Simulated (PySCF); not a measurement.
H4N, charge +1.

```xyz
5

N      0.0000     0.0000     0.0000
H      0.5918    -0.5918     0.5918
H     -0.5918    -0.5918    -0.5918
H     -0.5918     0.5918     0.5918
H      0.5918     0.5918    -0.5918
```
Charge +1, spin multiplicity 1.

Coordinates come from a B3LYP-D3(BJ)/def2-TZVPD optimisation.

Calculation: PBE/pcSseg-2 (PySCF). Non-relativistic, no solvent.

Problem. Give the absolute GIAO shielding of each atom: isotropic value and principal components (ppm). (An estimate is asked for; the answer gives what the named calculation found.)

Solution. 
```
atom  σ(iso)    σ11    σ22    σ33  span
----  ------  -----  -----  -----  ----
N1     231.6  231.6  231.6  231.6   0.0
H2      26.6   21.3   21.3   37.2  15.9
H3      26.6   21.3   21.3   37.2  15.9
H4      26.6   21.3   21.3   37.2  15.9
H5      26.6   21.3   21.3   37.2  15.9
```
